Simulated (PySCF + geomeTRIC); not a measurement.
Species: H3FOSi, SMILES `O[SiH2]F` (H–O–Si–F torsion 72°) (charge 0, multiplicity 1).

Q: Give a relaxed geometry from PBE0-D4/def2-TZVP (PySCF + geomeTRIC).

A: Several could match; the one computed here: the end point of this relaxation, one of several conformers (outside a Z-matrix the atoms follow the SMILES, hydrogens last).
Cartesian coordinates (Å) in one orientation:
```xyz
6

O      1.173    -0.374    -0.243
Si    -0.399    -0.020    -0.002
F     -0.693     1.517    -0.315
H      1.826    -0.041     0.374
H     -0.797    -0.231     1.410
H     -1.161    -0.840    -0.962
```
